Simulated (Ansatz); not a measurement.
```yaml
crystal:
  periodic: [true, true, true]
  atoms:
    - {symbol: N, position_ang: [-0.745440, -1.800704, -0.129257]}
    - {symbol: C, position_ang: [0.244206, -0.085958, -0.212645]}
    - {symbol: O, position_ang: [0.539250, 0.216041, 1.115564]}
    - {symbol: Si, position_ang: [1.905555, -0.262330, -1.140420]}
    - {symbol: C, position_ang: [-0.867654, 0.688526, -0.557391]}
    - {symbol: Ga, position_ang: [-1.189950, 1.134468, 1.207585]}
    - {symbol: H, position_ang: [-0.076280, -2.345826, -0.423111]}
    - {symbol: H, position_ang: [-1.457386, -1.505236, 0.469619]}
    - {symbol: H, position_ang: [0.569458, -0.372258, 1.741875]}
    - {symbol: H, position_ang: [2.477703, 1.188498, -1.293337]}
    - {symbol: H, position_ang: [1.221699, -0.594525, -2.511723]}
    - {symbol: H, position_ang: [2.768151, -1.229755, -0.456453]}
    - {symbol: H, position_ang: [-1.625601, 0.078779, -1.152948]}
    - {symbol: H, position_ang: [-0.361505, 1.593270, -0.868545]}
    - {symbol: H, position_ang: [-1.030567, 3.113965, 1.915109]}
    - {symbol: H, position_ang: [-2.037197, 0.603532, 2.283268]}
basis:
  gaussian: {orbitals: cc-pVTZ, final_grid: {core_spheres: 8, valence_spheres: 7, degree: 23}}
hamiltonian: {xc: {name: B97}}
```

```sh
$ ansatz run in.yaml --threads 2 --pin off --events-out ev --progress --plain --max-ram 32768MiB --backend cuda --devices 0, --max-vram 18GiB
```

Output, abridged:

```
Error: YAML parse error: error: line 2 column 3: crystal: missing field `lattice` (a structure is typed as `lattice` and `atoms`, a molecule's as `atoms` in Å alone, or read from a run's directory, `checkpoint`)
 --> <input>:2:3
1 | crystal:
2 |   periodic: [true, true, true]
3 |   atoms:
4 |     - {symbol: N, position_ang: [-0.745440, -1.800704, -0.129257]}
```

Q: Something in this input is off. What?

A: The molecule is marked periodic without a cell. The input was rejected before any iteration.
